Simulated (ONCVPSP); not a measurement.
# Reading a pseudo-wave (Zn (Z = 30))

Columns: radius, all-electron u(r) and pseudo u(r) of the 3s shell (level -129.23 eV) of zinc in the configuration [Ne] 3s2 3p6 3d10 4s2; PBE, scalar-relativistic, ONCV scheme, ONCVPSP 4.0.1.

```json
{"r (bohr)": "0.060", "all-electron": "0.0745", "pseudo": "0.2077"}
{"r (bohr)": "0.120", "all-electron": "-0.6143", "pseudo": "0.4089"}
{"r (bohr)": "0.180", "all-electron": "-0.6772", "pseudo": "0.5971"}
{"r (bohr)": "0.240", "all-electron": "-0.3076", "pseudo": "0.7666"}
{"r (bohr)": "0.300", "all-electron": "0.1971", "pseudo": "0.9123"}
{"r (bohr)": "0.360", "all-electron": "0.6587", "pseudo": "1.0305"}
{"r (bohr)": "0.420", "all-electron": "1.0052", "pseudo": "1.1187"}
{"r (bohr)": "0.480", "all-electron": "1.2237", "pseudo": "1.1758"}
{"r (bohr)": "0.540", "all-electron": "1.3311", "pseudo": "1.2026"}
{"r (bohr)": "0.600", "all-electron": "1.3532", "pseudo": "1.2012"}
{"r (bohr)": "0.660", "all-electron": "1.3146", "pseudo": "1.1742"}
{"r (bohr)": "0.720", "all-electron": "1.2376", "pseudo": "1.1257"}
{"r (bohr)": "0.780", "all-electron": "1.1384", "pseudo": "1.0594"}
{"r (bohr)": "0.840", "all-electron": "1.0293", "pseudo": "0.9798"}
{"r (bohr)": "0.900", "all-electron": "0.9183", "pseudo": "0.8914"}
{"r (bohr)": "0.960", "all-electron": "0.8107", "pseudo": "0.7985"}
{"r (bohr)": "1.020", "all-electron": "0.7098", "pseudo": "0.7055"}
{"r (bohr)": "1.080", "all-electron": "0.6172", "pseudo": "0.6162"}
{"r (bohr)": "1.140", "all-electron": "0.5337", "pseudo": "0.5335"}
{"r (bohr)": "1.200", "all-electron": "0.4594", "pseudo": "0.4593"}
{"r (bohr)": "1.260", "all-electron": "0.3940", "pseudo": "0.3939"}
{"r (bohr)": "1.320", "all-electron": "0.3367", "pseudo": "0.3366"}
{"r (bohr)": "1.380", "all-electron": "0.2870", "pseudo": "0.2869"}
{"r (bohr)": "1.440", "all-electron": "0.2441", "pseudo": "0.2440"}
{"r (bohr)": "1.500", "all-electron": "0.2071", "pseudo": "0.2070"}
{"r (bohr)": "1.560", "all-electron": "0.1755", "pseudo": "0.1754"}
```

(1) How many radial nodes do the two functions have?

(2) At about which radius was the pseudo-wave matched?

(3) Where does each function peak?

(4) Is the pseudo-wave norm-conserving?

## Answers

(1) The all-electron 3s function has n − l − 1 = 2; the pseudo-wave has 0, since the states of the same l below it are removed with the core.

(2) 1.20 bohr, where the columns begin to agree (steps of 0.06 bohr).

(3) Outermost all-electron maximum near 0.60 bohr, pseudo maximum near 0.54 bohr (to the table’s step).

(4) Yes: the ONCV scheme keeps the norm inside the radius equal to the all-electron one, which fixes the energy derivative of the logarithmic derivative at the level.
